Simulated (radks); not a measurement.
Values are calculated unless marked as measured or tabulated.
Cd+, 47 electrons, occupied as [Kr] 4d10 5s1 (the NIST ground configuration).

Code: a radial shooting solver on a logarithmic mesh with Libxc functionals. Model: Dirac Kohn-Sham, PBEsol, spin-unpolarised, spherical densities, point nucleus.

Energy parts (eV):
part                       energy
total                 -152195.695
kinetic                159587.061
electron-nucleus      -368935.587
Hartree                 61284.494
exchange-correlation    -4131.663

Orbitals (lengths in bohr, moments of r in powers of bohr; <r^-3> diverges for s and p1/2; r(90%) holds 90 % of the orbital's charge):
orbital  occ.  eigenvalue (eV)  <r^-3>  r(90%)     <r^2>
1s1/2       2        -26503.94       -  0.0546  0.001250
2s1/2       2        -3941.452       -   0.203   0.02039
2p1/2       2        -3670.412       -   0.182   0.01521
2p3/2       4        -3478.108    3748   0.189   0.01652
3s1/2       2        -741.5560       -   0.528    0.1470
3p1/2       2        -632.9400       -   0.527    0.1422
3p3/2       4        -598.5974   681.2   0.542    0.1510
3d3/2       4        -406.2211   105.5   0.526    0.1319
3d5/2       6        -399.2399   99.05   0.531    0.1345
4s1/2       2        -114.5896       -    1.28    0.8765
4p1/2       2         -79.7575       -    1.39     1.011
4p3/2       4         -73.9142   115.7    1.44     1.080
4d3/2       4         -20.9452   11.01    2.01     1.926
4d5/2       6         -20.2386   10.18    2.04     1.986
5s1/2       1         -13.0771       -    3.90     7.894

The highest occupied level is 5s1/2 at -13.077 eV. The density falls to 0.001 e/bohr^3 at r = 3.85 bohr. Summed over all electrons, <r^2> = 38.27 bohr^2, which gives a Langevin (diamagnetic) susceptibility term of -30.3 x 10^-6 cm^3/mol.
